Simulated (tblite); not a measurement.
C$_{6}$H$_{14}$, charge -1, doublet, at the geometry of the source list (a state made from the parent by changing its charge; the spin is typed, not shown lowest); GFN1-xTB (tblite).

The tblite input:
```
$ tblite run mol.xyz --method gfn1 --charge -1 --spin 1 --etemp 2000 --json tblite.json --no-restart

# file mol.xyz
20

C      2.83340000     0.85030000    -0.34240000
C      1.82880000     0.00110000     0.42560000
C      0.44440000     0.03160000    -0.21760000
C     -0.56010000    -0.81700000     0.55810000
C     -1.93330000    -0.90240000    -0.10840000
C     -2.66640000     0.43210000    -0.15860000
H      2.93620000     0.49080000    -1.36410000
H      2.50950000     1.88830000    -0.37790000
H      3.81090000     0.81330000     0.13320000
H      2.18440000    -1.03130000     0.46810000
H      1.75560000     0.36640000     1.45290000
H      0.09860000     1.06580000    -0.26140000
H      0.51550000    -0.34040000    -1.24290000
H     -0.67420000    -0.40920000     1.56570000
H     -0.15880000    -1.82930000     0.65710000
H     -1.81730000    -1.29070000    -1.12340000
H     -2.54310000    -1.61770000     0.44960000
H     -2.74670000     0.86090000     0.83800000
H     -3.67090000     0.29620000    -0.55390000
H     -2.14660000     1.14120000    -0.79750000
```

**Question.** Write the output that tblite gives for this input, abridged.

**Answer.** 
```
xTB calculator
 | screened Coulomb repulsion
 | Coulomb electrostatics
 |  * isotropic Klopman-Ohno-Mataga-Nishimoto electrostatics
 |  * onsite third-order electrostatics
 | DFT-D3(BJ) dispersion correction

halogen bonding energy    0.0000000000000E+00 Eh
repulsion energy          2.9494189742760E-01 Eh
dispersion energy        -6.9353121481037E-03 Eh
number of electrons       3.9000000000000E+01 e
integral cutoff           1.9731147476801E+01 bohr

------------------------------------------------------------
  cycle        total energy    energy error   density error
------------------------------------------------------------
      1     -20.28820123735  -2.0576208E+01   5.4342681E-01
      2     -20.30010708596  -1.1905849E-02   3.3251336E-01
      3     -20.19841624896   1.0169084E-01   8.6318504E-02
      4     -20.30277561492  -1.0435937E-01   2.7334895E-02
      5     -20.30898046051  -6.2048456E-03   1.4367803E-02
      6     -20.31209071725  -3.1102567E-03   7.1566540E-03
      7     -20.31303730641  -9.4658916E-04   2.5503951E-03
      8     -20.31313294916  -9.5642754E-05   8.0305133E-04
      9     -20.31313847413  -5.5249659E-06   2.2349012E-04
     10     -20.31313847888  -4.7515272E-09   6.7218492E-05
     11     -20.31313856536  -8.6479503E-08   1.1415103E-05
------------------------------------------------------------

electronic energy        -2.0601145150636E+01 Eh
total energy             -2.0313138565357E+01 Eh

Post processing:
 | Mayer-Wiberg bond orders

[Info] JSON dump of results written to 'tblite.json'
```
